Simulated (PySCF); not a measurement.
From computed data to an observable: refractive index and permittivity of the vapour

GeH2F2, SMILES [F][GeH2][F].

Coordinates come from a ωB97X-D3(BJ)/def2-TZVP optimisation.

PBE0/def2-TZVPD (PySCF) gives a mean static polarisability of 30.0 bohr³ and a dipole moment of 2.68 D. Take an ideal gas at 298.15 K and 0.01 bar, whether or not the substance is that volatile.

Work out n − 1 in the optical limit and the static ε − 1.


Polarisability volume α' = 30.0 × 0.148185 = 4.45 Å³. Number density N = p/kT = 2.43e-7 Å⁻³.
Dilute limit of Lorentz–Lorenz: n − 1 = 2π N α' = 6.8e-6.
Orientation term of Debye: μ²/(3kT) = 8.098 Å³ × μ²(D²) = 58.16 Å³.
ε − 1 = 4π N (α' + μ²/3kT) = 0.00019. Orientation of the dipole supplies 93 % of the static response; it can't follow optical fields. Vibrational polarisation and dispersion are left out.
